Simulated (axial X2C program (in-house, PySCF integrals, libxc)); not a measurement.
# TiTe: bond constants with and without spin–orbit coupling

Calculated with an axial X2C code built on PySCF integrals. Spin-free means the one-electron spin-free X2C Hamiltonian; two-component (2c) means X2C with spin–orbit coupling and atomic mean-field two-electron Coulomb and Gaunt terms, so the difference of the two also holds small scalar two-electron terms. Basis: Te dyall-cv3z [11s12p8d4f1g], Ti dyall-cv3z [10s10p6d4f2g] (cores contracted in-house); Gaussian nuclei, density fitting, unrestricted open shells. Masses: Te 129.906 u, Ti 47.948 u.

State, spin-free: M_S = 1, Λ = 2 (beyond evenly filled blocks: σα, δ+α); electrons by block: σα: 17, σβ: 16, π+α: 8, π+β: 8, π-α: 8, π-β: 8, δ+α: 3, δ+β: 2, δ-α: 2, δ-β: 2. Fragments: Te + Ti.

State, 2c: Ω = 1 (⟨Sz⟩ = -1.01, ⟨Lz⟩ = 2.01 at PBE0); electrons by block: 1/2: 24, -1/2: 25, 3/2: 11, -3/2: 10, 5/2: 2, -5/2: 2. Fragments: Te + Ti.

| Hamiltonian | level | Re (Å) | ωe (cm⁻¹) | ωexe (cm⁻¹) | αe (cm⁻¹) | De (eV) | D0 (eV) | μ (D) |
| --- | --- | --- | --- | --- | --- | --- | --- | --- |
| spin-free | PBE0 | 2.428 | 340.4 | 0.851 | 0.000265 | 3.53 | 3.50 | 6.41 |
| spin-free | HF | 2.635 | 219.2 | n/a | 0.000297 | 1.20 | 1.19 | 6.27 |
| spin-free | CCSD | 2.457 | 337.7 | 1.33 | 0.000297 | 2.41 | 2.39 | n/a |
| spin-free | CCSD(T) | 2.448 | 348.0 | 1.21 | 0.000273 | 2.69 | 2.67 | n/a |
| spin-free | PBEsol | 2.418 | 338.7 | 0.923 | 0.000279 | n/a | n/a | 4.95 |
| 2c | PBE0 | 2.433 | 336.4 | 0.893 | 0.000273 | n/a | n/a | 6.31 |
| 2c | PBEsol | 2.422 | 335.4 | 0.939 | 0.000284 | n/a | n/a | 4.89 |

Correlated methods: 10 electrons correlated (number of frozen shells: Te 4 s, 3 p, 2 d; Ti 3 s, 2 p), 330 virtual spin orbitals or spinors in MP2, 110 natural virtuals in coupled cluster.

Dipoles are positive if Ti is the positive end.

One determinant describes the state; a PBE0 search over occupations chose it and may have missed a lower one. Dissociation energies refer to the lowest single-determinant-based atoms at the same level and basis. De is not given where an atomic determinant may have missed its ground term or J level, or where the truncated virtual space spoils (T). Density functionals use the spin component along the axis (collinear). CCSD and (T) use frozen natural virtuals with an MP2 correction for the truncation; (T) itself is uncorrected, so its De runs slightly low. The functionals have no current-density term, which raises determinants with orbital currents, atoms included. With several unpaired electrons one determinant need not be a pure state. The outer-core s and p shells of the metal are frozen in the correlated rows, which leaves out core–valence correlation; for alkali and alkaline-earth bonds that tends to lengthen them. The determinant is spin-polarised beyond a pure state at some levels (its spin-free form has ⟨S²⟩ too high), which makes Re and μ there less reliable. The T1 diagnostic is large, a sign of multireference character. The stretched end of a curve changes character and is left out. With the outer-core shells frozen, correlated bond lengths of heavy atoms tend to come out a few hundredths of an ångström too long.

No reliable constants came from CCSD (2c), CCSD(T) (2c), HF (2c), MP2 (2c), MP2 (spin-free): no minimum in range, unconverged points, a curve that is not smooth, a change of character along it, or the two Hamiltonians disagreeing along it.

Rough cost a point (2c) on 1 thread(s) of a shared host, integrals apart: PBE0 6 s, PBEsol 2.4 s.

The whole task took 15 min on 1 thread of Intel(R) Xeon(R) Processor @ 2.50GHz (Skylake/Cascade Lake) (shared host).
